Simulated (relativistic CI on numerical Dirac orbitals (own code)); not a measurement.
# Slater and spin-orbit integrals, Tb XXXVI

Calculated at this level of theory: Dirac-Coulomb-Breit CI, KLI orbitals optimised for each configuration, a model potential for QED, unscaled Slater integrals (own radial code, finite nucleus).

Slater integrals F^k, G^k are unscaled and averaged over j, outside the closed core [Ar] 3d10; ζ comes from projecting the Hamiltonian with its Breit term on Σ l·s of the shell.

- 4s 4p: G^1(4s,4p) = 275440, ζ(4p) = 267700 cm⁻¹; <r>(4s) = 0.4752, <r^2>(4s) = 0.2538, <r>(4p) = 0.485, <r^2>(4p) = 0.266 (bohr units).
- 4p2: F^2(4p,4p) = 210540, ζ(4p) = 267510 cm⁻¹; <r>(4p) = 0.4853, <r^2>(4p) = 0.2664 (bohr units).
- 4s 4d: G^2(4s,4d) = 202830, ζ(4d) = 33398 cm⁻¹; <r>(4s) = 0.4754, <r^2>(4s) = 0.254, <r>(4d) = 0.4834, <r^2>(4d) = 0.2671 (bohr units).

Averages of the first 10 configurations, taken without configuration mixing, which lowers the lowest level and can move excited configurations by several eV; other configurations of the list can lie among them:

```json
{"Configuration": "4s2", "Parity": "even", "States": "1", "Average energy above the lowest level (eV)": "2.0"}
{"Configuration": "4s 4p", "Parity": "odd", "States": "12", "Average energy above the lowest level (eV)": "106.1"}
{"Configuration": "4p2", "Parity": "even", "States": "15", "Average energy above the lowest level (eV)": "219.6"}
{"Configuration": "4s 4d", "Parity": "even", "States": "20", "Average energy above the lowest level (eV)": "253.8"}
{"Configuration": "4d2", "Parity": "even", "States": "45", "Average energy above the lowest level (eV)": "509.5"}
{"Configuration": "4s 4f", "Parity": "odd", "States": "28", "Average energy above the lowest level (eV)": "392.3"}
{"Configuration": "4p 4d", "Parity": "odd", "States": "60", "Average energy above the lowest level (eV)": "363.2"}
{"Configuration": "4f2", "Parity": "even", "States": "91", "Average energy above the lowest level (eV)": "785.0"}
{"Configuration": "4p 4f", "Parity": "even", "States": "84", "Average energy above the lowest level (eV)": "501.9"}
{"Configuration": "4d 4f", "Parity": "odd", "States": "140", "Average energy above the lowest level (eV)": "646.1"}
```
